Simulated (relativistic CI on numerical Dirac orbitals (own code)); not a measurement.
Ru+: 4d valence photoemission

Computed with this model: Dirac-Coulomb-Breit CI, KLI orbitals optimised for each configuration, model QED (radiative potential, 1s self-energy scaled to tabulated hydrogen-like ionisation energies), valence Slater integrals scaled by 0.7, multiplet model of photoemission in the sudden approximation; configurations [Kr] 4d7 → [Kr] 4d6; 80 K; Lorentzian 0.3 eV and Gaussian 0.5 eV FWHM. Energies are those of the free ion, without screening or charge transfer. The energies are binding energies and can lie tens of eV above those of solids. S is read from ⟨S²⟩ = S(S + 1).

Field parameters in Wybourne normalisation: Oh B⁴₀ = 21Dq, B⁴₄ = √(5/14) B⁴₀. The field is a parameter set, without covalency.

Peaks in eV (height, largest 100): 15.7 (100), 17.4 (66).

Problem. Which surroundings give this spectrum?
A. Oh, 10Dq = 15550 cm⁻¹
B. Oh, 10Dq = 3450 cm⁻¹
C. free ion
D. Oh, 10Dq = 9500 cm⁻¹

Solution. D. Oh, 10Dq = 9500 cm⁻¹, where the ground state has S = 1.49.
